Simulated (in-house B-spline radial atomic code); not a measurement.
## Ionising Cl⁵⁺ with different functionals

Computed with a radial B-spline atomic code at the basis-set limit: four-component Dirac-Coulomb Hamiltonian, Fermi nucleus of rms radius 3.3654 fm, spin-restricted, spherical fractional occupations for the functionals, and exact exchange of hybrids averaged over the configuration. The ionisation energy is the difference of two self-consistent energies, [Ne] 3s2 → [Ne] 3s1, without Breit or QED terms; ε is the level of the shell that loses the electron (mean over j).

| method | rung | ΔSCF (eV) | -ε(3s) (eV) |
| --- | --- | --- | --- |
| BHandHLYP | global hybrid | ? | ? |
| B3LYP | global hybrid | 97.56 | 90.96 |
| wB97X | range-separated hybrid | ? | ? |
| HSE06 | range-separated hybrid | 97.27 | 90.76 |

(1) What does BHandHLYP give?

(2) What does wB97X give?

(3) Among the functionals, which spreads more, the ΔSCF values or the orbital energies?

(4) How do they compare with the NIST value?

Answers

(1) ΔSCF 96.85 eV, and -ε(3s) = 92.80 eV.

(2) ΔSCF 97.32 eV, and -ε(3s) = 93.88 eV.

(3) The orbital energies: ΔSCF values span about 0.71 eV and the orbital energies 3.12 eV; here energy differences depend much less on the functional than eigenvalues do.

(4) NIST lists 96.94 eV ± 0.04 (semi-empirical, ground level to ground level). Errors run from -0.09 to +0.62 eV; BHandHLYP is closest (-0.09 eV), but part of that can be cancellation, since the calculations leave out Breit-QED terms, spin polarisation, the near-degeneracy of s² and p².
